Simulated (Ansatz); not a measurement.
The geometry has C3 symmetry (within 0.05 Å) and had no frequency check at the DFT level, so a distortion to lower symmetry isn't ruled out.

These are frozen-core CCSD(T)/def2-TZVPP // B3LYP-D3(BJ)/def2-SVP (Ansatz, a quantum-chemistry and plane-wave program) values and carry that method's errors.

Ansatz 0.2 input:
```yaml
crystal:
  periodic: [false, false, false]
  atoms:
    - { symbol: C, position_ang: [1.625593, -0.316925, -0.148852] }
    - { symbol: Ge, position_ang: [-0.259782, 0.056051, 0.035204] }
    - { symbol: O, position_ang: [-1.230051, -0.868665, -1.140803] }
    - { symbol: O, position_ang: [-0.616277, 1.783333, -0.227363] }
    - { symbol: O, position_ang: [-0.857095, -0.36586, 1.661471] }
    - { symbol: H, position_ang: [1.892902, -0.347981, -1.214591] }
    - { symbol: H, position_ang: [2.207667, 0.470989, 0.349742] }
    - { symbol: H, position_ang: [1.856209, -1.287428, 0.312834] }
    - { symbol: H, position_ang: [-1.945307, -1.344975, -0.696905] }
    - { symbol: H, position_ang: [-1.322553, 1.893009, -0.879014] }
    - { symbol: H, position_ang: [-1.336176, 0.376666, 2.054717] }
basis:
  gaussian: { orbitals: def2-TZVPP }
correlation:
  method: ccsd_t
```

Output:

```
Functional definition: HF
1578 factors; integrals over basis functions are off by at most 1.1e-3 eV
mean field evaluation 1: about -63710.4091 eV, gradient 5.9e1 eV
mean field evaluation 2: about -63710.5869 eV, gradient 5.9e1 eV
mean field evaluation 4: about -63716.5909 eV, gradient 4.1e0 eV
mean field evaluation 8: about -63716.6562 eV, gradient 3.1e-1 eV
mean field evaluation 16: about -63710.4096 eV, gradient 5.9e1 eV
mean field -63716.65664080 eV, -2341.5439428484 hartree, gradient 2.0e-6 eV, S^2 0.000000; 0 other end points of the search recorded, 0 dependent functions left out
13 core orbitals not correlated
reference -63716.65664080 eV, -2341.5439428484 hartree; 21, 21 occupied and 222, 222 virtual orbitals, 1578 factors
second order -31.56027587 eV of doubles, -0.00000000 eV of singles
cycle   1  -31.05035247 eV  change    5.1e-1 eV  update   1.2e-1
cycle   2  -31.79540411 eV  change   -7.5e-1 eV  update   3.3e-2
cycle   3  -31.94759148 eV  change   -1.5e-1 eV  update   1.6e-2
cycle   4  -31.92948651 eV  change    1.8e-2 eV  update   3.4e-3
cycle   5  -31.92890830 eV  change    5.8e-4 eV  update   1.6e-3
cycle   6  -31.92994570 eV  change   -1.0e-3 eV  update   4.5e-4
cycle   7  -31.92967983 eV  change    2.7e-4 eV  update   1.7e-4
cycle   8  -31.92961406 eV  change    6.6e-5 eV  update   4.5e-5
cycle   9  -31.92961746 eV  change   -3.4e-6 eV  update   1.4e-5
perturbative correction -1.17316444 eV, -0.0431129979 hartree
Total energy: -63749.75942270 eV, -2342.7604476453 hartree
```

Cost: very roughly 11 core-minutes.
